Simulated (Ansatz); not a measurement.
Reaction: CH3BF2 (difluoro(methyl)borane, SMILES CB(F)F) → CH3BF (SMILES C[B]F, doublet) + F (doublet) (the B-F bond breaks)
Each species at its own B3LYP-D3(BJ)/def2-TZVP minimum (Ansatz, a first-principles code).

Property: bond dissociation energy (electronic), in kcal/mol. Radicals and triplets start from unrestricted determinants; spin-orbit coupling is neglected. CBS(X,Y): correlation extrapolated as X^-3, Hartree-Fock from the larger set. A bracket is a step between two methods taken in the basis named. The functionals are non-relativistic, so their misses hold any scalar relativity. Double hybrids freeze cores in their MP2 part. 'core' is core correlation in cc-pwCVTZ, 'X2C' scalar relativity in cc-pVTZ-DK, both at CCSD(T).

CCSD(T)/CBS(cc-pVTZ,cc-pVQZ) + [CCSDT(Q) - CCSD(T)]/cc-pVDZ + core + X2C (Ansatz) gives 176.6 kcal/mol.

Question: How far off this value is PBE/def2-TZVPD (Ansatz), in which direction, and which of these levels come nearer: r2SCAN/def2-TZVPD, B3LYP/def2-TZVPD, PBE0/def2-TZVPD, wB97M-V/def2-TZVPD, B2PLYP/def2-TZVPD, CCSD(T)/CBS(cc-pVTZ,cc-pVQZ) + core + X2C?

Answer: PBE gives 173.5 kcal/mol, 3.1 kcal/mol below it. Differences of the others: r2SCAN/def2-TZVPD (Ansatz) -6.1; B3LYP/def2-TZVPD (Ansatz) -6.3; PBE0/def2-TZVPD (Ansatz) -6.9; wB97M-V/def2-TZVPD (Ansatz) -1.2; B2PLYP/def2-TZVPD (Ansatz) -4.1; CCSD(T)/CBS(cc-pVTZ,cc-pVQZ) + core + X2C (Ansatz) -0.1 kcal/mol. Nearer than PBE: wB97M-V/def2-TZVPD, CCSD(T)/CBS(cc-pVTZ,cc-pVQZ) + core + X2C.
